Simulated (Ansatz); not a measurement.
`C=[CH][Sn]([Cl])([Cl])[Cl]` + H–F → `[F][Sn]([Cl])([Cl])[Cl]` + `C=C` at 600 K and 1 bar (ligand exchange at the Sn–C bond).

Calculated with Ansatz (gas phase, PBE0-D4/def2-TZVP geometries, no zero-point term in ΔE). CCSD(T)/CBS adds triple-zeta CCSD(T) − MP2 to the extrapolated MP2 energy (def2 sets, frozen cores). This one scheme is used for every species. def2 core potentials past Kr. For Sn outer-core shells are correlated without core-valence functions, which leaves a few kJ/mol of doubt a bond. One conformer a species, not always the lowest.

```csv
species,CCSD(T)/CBS energy (Eh),H − E (kJ/mol),S (J/(mol·K))
`C=[CH][Sn]([Cl])([Cl])[Cl]`,-1671.39163,189.1,515.1
H–F,-100.39570,42.3,194.0
`[F][Sn]([Cl])([Cl])[Cl]`,-1693.31956,67.2,439.1
`C=C`,-78.48111,161.6,257.2
```

H − E and S are ideal-gas, rigid-rotor, harmonic terms from PBE0-D4/def2-TZVP, for one conformer and one mirror image of each species. 1 Eh = 2625.50 kJ/mol, R = 8.31446 J/(mol·K).

Question: By hand: ΔE, ΔH, ΔS and ΔG.

Answer: ΔE = (-1693.31956) + (-78.48111) − (-1671.39163) − (-100.39570) = -0.01334 Eh = -35.0 kJ/mol. Δ(H − E) = 67.2 + 161.6 − 189.1 − 42.3 = -2.6, so ΔH = -37.6 kJ/mol. ΔS = 439.1 + 257.2 − 515.1 − 194.0 = -12.8 J/(mol·K). ΔG = -37.6 − 600 × (-12.8)/1000 = -29.9 kJ/mol.

Question: By hand: the equilibrium constant, and the temperature at which ΔG would vanish if ΔH and ΔS stayed fixed.

Answer: log₁₀ K = −ΔG/(RT ln 10) = 2.6. ΔG = 0 at ΔH/ΔS = 2938 K, far beyond where these terms or the molecules hold.

The number of gas molecules stays the same, so ΔS is small and ΔH decides. A doubt of 5 kJ/mol in ΔE shifts log₁₀ K by 0.4 here. Other conformers and mirror images would add mixing entropy, several J/(mol·K) or more a flexible species. Modes under 60 cm⁻¹, often nearly free rotors, make the harmonic entropy too high. These are equilibria of isolated gas molecules and say nothing of rates. Largest T1 diagnostic: 0.012 (customary marks: 0.02 for closed shells, 0.045 for open ones).
